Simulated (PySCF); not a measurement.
A geometry optimisation on `[NH3+][BH2-]Br`.

Method: PBE0-D3(BJ)/def2-SVP geometry optimisation, gas phase (PySCF 2.14.0). Start geometry: GFN2-xTB. A driver script takes a list of jobs; this job's settings line and coordinates (Å) are shown.

Input:
```
{"job": {"xc": "PBE0", "basis": "def2-SVP", "d3": "d3bj", "grid": 1, "maxiter": 30, "shake": 0.01, "kind": "geom"}, "charge": 0, "multiplicity": 1}
N     -0.795520     0.192570     0.052840
B      0.692150    -0.402080    -0.150830
Br     1.831500     1.032560     0.595250
H     -0.930410     0.405890     1.036400
H     -1.524940    -0.434580    -0.304900
H     -0.879180     1.106180    -0.458780
H      0.771070    -1.392810     0.495850
H      0.890470    -0.526870    -1.318280
```

Output:
```
step   0  E = -2656.04920924  max force = 0.022019
step   1  E = -2656.05098453  max force = 0.004412
step   2  E = -2656.05123722  max force = 0.002150
step   3  E = -2656.05133348  max force = 0.001766
step   4  E = -2656.05138528  max force = 0.001101
step   5  E = -2656.05143059  max force = 0.001100
step   6  E = -2656.05147468  max force = 0.001585
step   7  E = -2656.05149664  max force = 0.001001
step   8  E = -2656.05150236  max force = 0.000336
optimisation converged
```

Energies in Eh; «max force» is the largest Cartesian gradient component in Eh/bohr.

Problem. How much energy does the optimisation release, in eV?

Solution. E(step 0) − E(last step) = 0.002293 Eh, which is 0.062 eV.

Problem. Give the first gradient maximum in eV/Å.

Solution. With 1 Eh/bohr = 51.422 eV/Å, 1.132 eV/Å.

Summary of the converged run: final energy -2656.05150 Eh after 8 steps; dipole 6.47 D.

Problem. How long does this job take on an Intel Xeon Platinum 8488C with one thread, no GPU, shared host? And the peak memory of the process?

Solution. About 18 s, with 0.36 GiB resident at the peak, the Python interpreter and its libraries included.
Labels such as C1 count atoms from 1, the log's own numbers from 0.
